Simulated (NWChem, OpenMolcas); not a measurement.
# C2F5 (SMILES F[C](F)C(F)(F)F): methods side by side

The species is C2F5 (7 atoms), meant as a doublet with charge 0. As SMILES, `F[C](F)C(F)(F)F`. Geometry: relaxed at PBE0-D4/def2-TZVP.

Each level gives the dipole moment (D). The values are calculated.

```csv
level,kind,program,value (D)
UHF/cc-pVDZ,Hartree–Fock,OpenMolcas,0.67
USVWN5/cc-pVDZ,LDA,OpenMolcas,0.39
UBLYP/cc-pVDZ,GGA,OpenMolcas,0.38
UPBE/cc-pVDZ,GGA,NWChem,0.37
UM06-L/cc-pVDZ,meta-GGA,OpenMolcas,0.43
UBHLYP/cc-pVDZ,global hybrid,OpenMolcas,0.51
```

The values span 0.37 to 0.67 D. Magnitudes only.
